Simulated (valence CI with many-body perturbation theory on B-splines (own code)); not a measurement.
The numbers below are computed, except where a source is named.
**La VI: magnetic and hyperfine properties of the levels**

Level of theory: relativistic CI+MBPT: six valence electrons over a frozen Dirac-Fock core [Kr] 4d10, radial functions for each j: 9 s, 9 p, 8 d, 6 f, 3 g, 1 h, with the one-electron correlation potential Σ1 (screened to all orders), the two-electron term Σ2, the three-electron term Σ3, Breit, model QED; selected single and double excitations, second order for the rest, scaled by the run's own slope (own B-spline code, finite nucleus).

With an open or low-lying f shell, different configurations can be misplaced against each other by up to about 5,000 cm⁻¹. No measured levels were compared; by estimate levels hold to about 250 cm⁻¹ or 0.2 % of their energy and the worst to 1 %, as in measured heavy ions of charge 2 to 7; those with d or f electrons hold less well. Core correlation moves these levels by up to 18000 cm⁻¹, and in measured spectra 5 to 20 % of such shifts remained as error; rates that hang on mixing are uncertain with them. Not all symmetries were solved, so the list stops early. Among the levels kept, up to 1800 cm⁻¹ of a level comes from second order outside the variational space, and about a tenth of that is noise between levels of different J, which matters for small intervals.

A/g_I is the dipole constant over the nuclear g factor μ/I (μ in nuclear magnetons, uniformly magnetised nucleus), B/Q the quadrupole constant per barn. Both hold the static response of the core; the bare values leave it out. Large factors of s and p1/2 electrons are usually good to 5 to 10 %; those of open d and f shells near neutrality can be off by tens of per cent, and small factors of p3/2, d and f electrons come from cancelling terms and can be off by a factor of two or in sign, in half-filled shells by more. B is blank for J = 1/2, where it vanishes, and for nearly pure S terms. Energies count from the lowest level. Levels with J = 0 are left out.

Names give the largest LS component (configuration and term), which can be under half, so a name can repeat, a term be missing and a line seem to break the LS rules; names also repeat where a configuration has a term twice. Letters in brackets count levels of one name in rising energy.

```csv
Level,E (eV),g,A/g_I (MHz),A/g_I bare,B/Q (MHz/b),B/Q bare
5s2 5p4 3P_2,0.000,1.415,2140,1780,2490,2220
5s2 5p4 3P_1,2.519,1.501,-1130,-1270,-2220,-1960
5s2 5p4 1D_2,3.595,1.085,5530,5060,-6960,-6170
4f 5s2 5p3 5F_3,15.277,1.093,754,687,-349,-366
4f 5s2 5p3 5F_4,15.370,1.263,498,467,165,48.9
4f 5s2 5p3 5F_2,15.475,1.000,619,665,-365,-342
4f 5s2 5p3 5F_1,15.526,0.111,794,1140,46.2,7.51
4f 5s2 5p3 5F_5,15.652,1.342,273,241,192,4.95
4f 5s2 5p3 3F_3 [a],15.913,1.124,256,343,-1970,-1830
4f 5s2 5p3 3F_4 [a],16.929,1.148,371,333,988,744
4f 5s2 5p3 3F_2 [a],16.965,0.755,957,1170,-60.6,-143
4f 5s2 5p3 3G_3,17.516,0.960,1490,1430,-4670,-4180
4f 5s2 5p3 3G_4,17.675,1.137,720,743,-2380,-2200
4f 5s2 5p3 3F_2 [b],17.805,0.906,-23.8,-4.40,-3040,-2740
4f 5s2 5p3 3F_4 [b],18.090,1.035,1490,1420,242,129
5s 5p5 3P°_2,18.141,1.500,14500,13300,-4020,-3560
4f 5s2 5p3 3H_5,18.215,1.133,1490,1470,-752,-793
4f 5s2 5p3 3D_3,18.250,1.215,247,316,-1890,-1710
4f 5s2 5p3 1P_1,18.319,0.865,-2780,-2490,-6.90,-39.4
4f 5s2 5p3 3G_5,18.813,1.168,858,864,2020,1680
4f 5s2 5p3 3F_2 [c],18.965,1.098,1200,1190,-396,-345
4f 5s2 5p3 1H_5,18.971,1.020,2360,2150,287,130
4f 5s2 5p3 3F_4 [c],19.049,1.113,665,642,1070,873
4f 5s2 5p3 3H_6,19.139,1.167,2000,1890,590,375
4f 5s2 5p3 3D_1,19.327,0.512,3440,3270,-153,-136
5s 5p5 3P°_1,19.398,1.425,2770,2350,1590,1430
4f 5s2 5p3 3F_3 [b],19.435,1.082,727,709,109,42.1
4f 5s2 5p3 3P_2,19.454,1.174,-272,-102,-571,-560
4f 5s2 5p3 3P_1,19.677,1.370,-3850,-3130,-409,-367
4f 5s2 5p3 1D_2,19.719,1.015,603,790,-199,-210
4f 5s2 5p3 1F_3,19.798,1.020,1590,1560,2480,2130
4f 5s2 5p3 1G_4,20.274,1.028,2020,1880,-1300,-1220
```

(1) Take the isotope of mass number 139, with I = 7/2, μ = 2.7791 μN and Q = 0.206 b. What is the hyperfine structure of 4f 5s2 5p3 5F_2?

Results:

(1) From the table A = 491 MHz, B = -75.2 MHz. Shifts from the centre of gravity in MHz: F = 3/2: -4460, F = 5/2: -3200, F = 7/2: -1450, F = 9/2: 762, F = 11/2: 3420.
